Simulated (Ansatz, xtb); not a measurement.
**Two structures of BBrH2O3Si**

Structure X: a singlet given by its coordinates. Structure Y: a singlet given by its coordinates. Both are isolated molecules in the gas phase, relaxed with B3LYP-D3(BJ)/def2-SVP.

X (Å):

```yaml
atoms:
  - { symbol: B, position_ang: [-0.1477, -0.0289, 0.7641] }
  - { symbol: Br, position_ang: [-1.6433, -0.0738, 4.2793] }
  - { symbol: O, position_ang: [-0.2375, 0.1359, -0.5648] }
  - { symbol: O, position_ang: [-0.3574, -1.2242, 1.4654] }
  - { symbol: O, position_ang: [0.1840, 0.9441, 1.7289] }
  - { symbol: Si, position_ang: [0.0149, -0.3202, 2.8495] }
  - { symbol: H, position_ang: [-0.0538, 1.0451, -0.8352] }
  - { symbol: H, position_ang: [1.2338, -0.7110, 3.5775] }
```

Close contacts (Å): B1–O3 1.34, B1–O4 1.40, B1–O5 1.41, B1–Si6 2.11, Br2–Si6 2.20, O4–Si6 1.69, O5–Si6 1.70, O3–H7 0.97, Si6–H8 1.47.

Y (Å):

```tsv
atom	x (Å)	y (Å)	z (Å)
B	-2.7358	0.4409	2.6223
Br	-3.3063	-3.2987	3.0579
O	-2.4212	-0.2099	3.8147
O	-2.4737	-0.4609	1.5916
O	-0.4412	-1.9547	2.8385
Si	-2.0142	-1.5267	2.8274
H	-3.1535	1.5558	2.5063
H	-0.2058	-2.8846	2.9382
```

Close contacts (Å): B1–O3 1.39, B1–O4 1.39, B1–Si6 2.11, Br2–Si6 2.21, O3–Si6 1.70, O4–Si6 1.70, O5–Si6 1.63, B1–H7 1.20, O5–H8 0.96.

Problem. Estimate which is lower in electronic energy at CCSD(T)/def2-SVP + ΔMP2/def2-TZVPP, and by roughly how much.

Solution. The CCSD(T)/def2-SVP + ΔMP2/def2-TZVPP calculation puts structure X lower, by 8.7 kJ/mol.

The same difference at several levels:

```json
{"level": "GFN2-xTB", "geometry": "GFN2-xTB", "E(Y) − E(X) (kJ/mol)": "+27.7", "departure from the last row (kJ/mol)": "+18.9", "job, with rough time for the two": "optimisation, 0.73 s"}
{"level": "HF/STO-3G", "geometry": "GFN2-xTB", "E(Y) − E(X) (kJ/mol)": "+89.2", "departure from the last row (kJ/mol)": "+80.4", "job, with rough time for the two": "single point, 0.8 s"}
{"level": "r2SCAN-D4/def2-SVP", "geometry": "GFN2-xTB", "E(Y) − E(X) (kJ/mol)": "+33.5", "departure from the last row (kJ/mol)": "+24.8", "job, with rough time for the two": "single point, 4.6 s"}
{"level": "B3LYP-D3(BJ)/def2-SVP", "geometry": "B3LYP-D3(BJ)/def2-SVP", "E(Y) − E(X) (kJ/mol)": "+36.3", "departure from the last row (kJ/mol)": "+27.6", "job, with rough time for the two": "optimisation, 86 s"}
{"level": "HF/def2-SVP", "geometry": "B3LYP-D3(BJ)/def2-SVP", "E(Y) − E(X) (kJ/mol)": "+39.0", "departure from the last row (kJ/mol)": "+30.2", "job, with rough time for the two": "part of the CCSD(T) run"}
{"level": "MP2/def2-SVP", "geometry": "B3LYP-D3(BJ)/def2-SVP", "E(Y) − E(X) (kJ/mol)": "+34.7", "departure from the last row (kJ/mol)": "+25.9", "job, with rough time for the two": "part of the CCSD(T) run"}
{"level": "CCSD(T)/def2-SVP", "geometry": "B3LYP-D3(BJ)/def2-SVP", "E(Y) − E(X) (kJ/mol)": "+37.3", "departure from the last row (kJ/mol)": "+28.6", "job, with rough time for the two": "single point"}
{"level": "CCSD(T)/def2-SVP + ΔMP2/def2-TZVPP", "geometry": "B3LYP-D3(BJ)/def2-SVP", "E(Y) − E(X) (kJ/mol)": "+8.7", "departure from the last row (kJ/mol)": "", "job, with rough time for the two": "single point, 56 s"}
```

The levels shown agree on the order. The largest departure from CCSD(T)/def2-SVP + ΔMP2/def2-TZVPP is that of HF/STO-3G, 80.4 kJ/mol. The last row adds to CCSD(T) the change of the MP2 difference between the two basis sets, here −28.6 kJ/mol, a large step that makes the value less sure.

With harmonic frequencies from B3LYP-D3(BJ)/def2-SVP (ideal gas, rigid rotor, one conformer each, 298.15 K, 1 atm): on the last row, ΔE + ΔZPE = +6.6, ΔH = +8.0, ΔG = +5.9 kJ/mol.

The correlated steps freeze 18 core orbitals; the filled d shell of Br is correlated, in a basis made for valence electrons. Mirror images aren't counted in ΔG. Programs: Ansatz 0.2.0, xtb 6.7.1; the last row on 2 threads of Intel(R) Xeon(R) Platinum 8259CL CPU @ 2.50GHz (Skylake/Cascade Lake) on a shared host.
